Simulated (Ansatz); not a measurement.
Reaction (formal hydrolysis of a C–Si bond): `C=C([SiH3])[SiH2]O` + H₂O → `C=C(O)[SiH2]O` + SiH₄

Gas-phase electronic energies from Ansatz, PBE0-D4/def2-TZVP geometries. CCSD(T)/CBS is the MP2 limit (def2-TZVPP, def2-QZVPP) plus CCSD(T) − MP2 in def2-TZVPP, frozen cores. This one scheme is used for every species. DFT in def2-TZVPP. Each species was taken in one conformer, which may not be the lowest.

| level | ΔE (kJ/mol) |
| --- | --- |
| r2SCAN-D4 | 54.8 |
| ωB97M-V | 58.9 |
| B2PLYP | 55.6 |
| CCSD(T)/def2-TZVPP | 64.5 |
| HF/def2-QZVPP | 51.1 |
| MP2/def2-QZVPP | 75.7 |
| MP2/CBS(def2) | 78.0 |
| CCSD/CBS(def2) | 69.6 |

Problem. What does CCSD(T)/CBS give? (Best estimate.)

Solution. Ansatz gave: +70.6 kJ/mol. The listed levels differ from it by -15.8, -11.7, -15.0, -6.1, -19.5, 5.1, 7.4, -1.0 kJ/mol.

Largest T1 diagnostic among the species: 0.012.

From PBE to PBE0 (25 % exact exchange), in def2-TZVPP and without D4, ΔE moves by +6.0 kJ/mol. The D4 term adds +9.0 kJ/mol with B3LYP and +5.0 kJ/mol with PBE0; it sums over pairs of atoms, weighted by their polarisabilities, and B3LYP, whose exchange is more repulsive, gets the larger term. In def2-TZVPP, CCSD(T) changes the Hartree–Fock value by +14.1 kJ/mol (the triples alone add +1.0 kJ/mol) and MP2 by +21.5 kJ/mol.

B3LYP here is the variant with VWN-RPA as its local correlation; programs differ in this.
